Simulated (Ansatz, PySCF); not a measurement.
Lewis adduct: GaH3 (SMILES [GaH3]) (first 4 atoms) with PH3 (SMILES P); geometry from B3LYP-D3(BJ)/def2-TZVP, rigid monomers moved along the line of their centres of mass till Ga1···P5 is 2.31 Å.
(charge 0, multiplicity 1):
```xyz
8

Ga    -0.4614     0.4894     0.7103
H     -1.5394     1.4970     1.2656
H     -0.9507    -0.7987    -0.0558
H      1.0039     1.0125     0.4553
P     -0.0163    -0.5542     2.7265
H      0.9362    -1.5913     2.7701
H      0.4734     0.2121     3.8024
H     -1.0592    -1.2118     3.4080
```

Interaction energies are E(AB) − E(A) − E(B) at the monomers' geometry in the complex; basis-set methods are counterpoise corrected.

Cores are frozen in the correlated methods. Filled d and f shells under p-block atoms count as core. CBS(a, b) extrapolates the correlation energy as X⁻³ and adds the Hartree–Fock energy of set b.

Run with Ansatz (a quantum-chemistry and plane-wave program); PySCF for the dispersion terms. Each number belongs to the level named beside it.

PBE/def2-TZVPPD gives -14.16 kcal/mol for the interaction energy.

**Question.** How do the other levels lie against it? Give each less PBE: PBE-D3(BJ)/def2-TZVPPD, r2SCAN/def2-TZVPPD, PBE0/def2-TZVPPD, wB97M-V/def2-TZVPPD, MP2/CBS(def2-SVPD, def2-TZVPPD), CCSD(T)/CBS(def2-SVPD, def2-TZVPPD).

**Answer.** PBE-D3(BJ)/def2-TZVPPD -1.67; r2SCAN/def2-TZVPPD -2.41; PBE0/def2-TZVPPD -0.12; wB97M-V/def2-TZVPPD 1.72; MP2/CBS(def2-SVPD, def2-TZVPPD) 4.17; CCSD(T)/CBS(def2-SVPD, def2-TZVPPD) 4.71 kcal/mol. 3 of 6 lie above PBE; the widest gap is to CCSD(T)/CBS(def2-SVPD, def2-TZVPPD).
